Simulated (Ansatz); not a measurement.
Start from `N[C](=O)[SnH3]` and change one atom or group to get `C=CC(N)=O`.

Ansatz, PBE0-D4/def2-TZVP geometries, multiplicity 1. Each molecule was computed in one conformer, which needn't be the lowest.

Elements past krypton have def2 core potentials.

| property | `N[C](=O)[SnH3]` |
| --- | --- |
| HOMO energy (PBE/def2-TZVPP) / eV | -5.56 |
| LUMO energy (PBE0/def2-TZVPP) / eV | -0.10 |
| size of the dipole moment (PBE/def2-TZVPP) / D | 3.22 |
| HOMO–LUMO gap (ωB97M-V/def2-TZVPP) / eV | 10.57 |
| size of the dipole moment (B3LYP/def2-TZVPP) / D | 3.37 |
| HOMO energy (ωB97M-V/def2-TZVPP) / eV | -9.10 |

(1) Give the same properties after the change, and the shifts. (Best estimate.)

Results:

(1) The calculation gave: 
```json
{"property": "HOMO energy (PBE/def2-TZVPP) / eV", "`C=CC(N)=O`": "-5.80", "shift": "-0.24"}
{"property": "LUMO energy (PBE0/def2-TZVPP) / eV", "`C=CC(N)=O`": "-1.07", "shift": "-0.97"}
{"property": "size of the dipole moment (PBE/def2-TZVPP) / D", "`C=CC(N)=O`": "3.54", "shift": "0.32"}
{"property": "HOMO–LUMO gap (ωB97M-V/def2-TZVPP) / eV", "`C=CC(N)=O`": "11.00", "shift": "0.43"}
{"property": "size of the dipole moment (B3LYP/def2-TZVPP) / D", "`C=CC(N)=O`": "3.64", "shift": "0.27"}
{"property": "HOMO energy (ωB97M-V/def2-TZVPP) / eV", "`C=CC(N)=O`": "-9.91", "shift": "-0.81"}
```

With PBE0 the HOMO falls by 0.57 eV and the LUMO falls by 0.97 eV, so the gap narrows by about 0.40 eV. PBE moves the HOMO by -0.24 eV and ωB97M-V by -0.81 eV. Dipoles are sizes alone; their direction can turn.

B3LYP here is the variant with VWN-RPA as its local correlation; programs differ in this.
